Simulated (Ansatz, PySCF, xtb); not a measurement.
Noncovalent pair: HF (SMILES F) (first 2 atoms) with CH3Br (SMILES CBr); geometry from B3LYP-D3(BJ)/def2-TZVP, rigid monomers moved along the line of their centres of mass till H2···Br4 is 4.25 Å.
(charge 0, multiplicity 1):
```xyz
7

F     -0.03944    -0.14847     0.64158
H     -0.06252    -0.64869     1.43194
C     -0.33940     0.78404     5.70484
Br    -0.26118    -1.17965     5.63905
H     -1.27785     1.05008     6.17706
H     -0.28963     1.13723     4.68128
H      0.51129     1.11760     6.28754
```

Monomers are frozen at their geometry in the pair; levels with a basis set take the counterpoise correction. Rows marked so take none.

Rows in 6-31G*, STO-3G carry no dispersion term and start afresh at each structure (6-31G* with six Cartesian d functions); the Pople sets are all-electron and without relativity. MP2/6-31G* freezes PySCF's default core, which leaves 3d correlated.

Programs: Ansatz (an electronic-structure program) with Gaussian orbitals; PySCF for 6-31G* rows, STO-3G rows, the dispersion terms; xtb for the GFN methods. Each number belongs to the level named beside it.

| level | interaction energy (meV) |
|---|---|
| GFN1-xTB | -13.4 |
| HF/STO-3G (no counterpoise) | -11.2 |
| PBE/def2-TZVPPD | -32.6 |
| PBE-D4/def2-TZVPPD | -37.0 |
| B3LYP/6-31G* | (withheld) |
| PBE0/def2-TZVPPD | -32.1 |
| PBE0-D4/def2-TZVPPD | -36.7 |
| wB97M-V/def2-TZVPPD | (withheld) |
| MP2/6-31G* | -32.9 |

**Question.** Some entries are withheld; supply them.

**Answer.** 
- B3LYP/6-31G*, interaction energy (meV): -28.2
- wB97M-V/def2-TZVPPD, interaction energy (meV): -35.1
